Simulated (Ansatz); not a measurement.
`C#[C][GeH3]` + `[SiH3]N[SiH3]` → `[SiH3][N]([SiH3])[GeH3]` + acetylene  (ligand exchange at a Ge–C bond)

Isolated molecules relaxed with PBE0-D4/def2-TZVP in Ansatz; ΔE leaves out vibrations. CCSD(T)/CBS is the MP2 limit (def2-TZVPP, def2-QZVPP) plus CCSD(T) − MP2 in def2-TZVPP, frozen cores. This one scheme is used for every species. Functionals use def2-TZVPP. B3LYP here is the variant with VWN-RPA as its local correlation; programs differ in this. For Ge outer-core shells are correlated without core-valence functions, which leaves a few kJ/mol of doubt a bond. Scalar relativity is left out up to krypton.

| level | ΔE (eV) |
| --- | --- |
| B3LYP-D4 | 0.04 |
| r2SCANh-D4 | 0.07 |
| r2SCAN0 | 0.09 |
| CAM-B3LYP | 0.13 |
| RPA@PBE/def2-TZVPP | 0.03 |
| CCSD/def2-SVP | 0.01 |
| CCSD(T)/def2-SVP | 0.00 |
| CCSD(T)/def2-TZVPP | 0.04 |

Task: What does CCSD(T)/CBS give? (Best estimate.)

Result: Ansatz gave: +0.02 eV. The listed levels differ from it by 0.02, 0.05, 0.07, 0.11, 0.01, -0.01, -0.02, 0.02 eV.

Largest T1 diagnostic among the species: 0.013.

In def2-TZVPP, CCSD(T) changes the Hartree–Fock value by −0.10 eV (the triples alone add −0.02 eV) and MP2 by −0.10 eV. Leaving LDA and LC-ωPBE aside and taking each functional with its dispersion term where it has one, the values, not all of them listed here, spread over 0.09 eV, from BHLYP-D4 to B2PLYP. LDA lies −0.07 eV from PBE without D4. From BLYP to BHLYP (50 % exact exchange), in def2-TZVPP and without D4, ΔE moves by −0.05 eV.
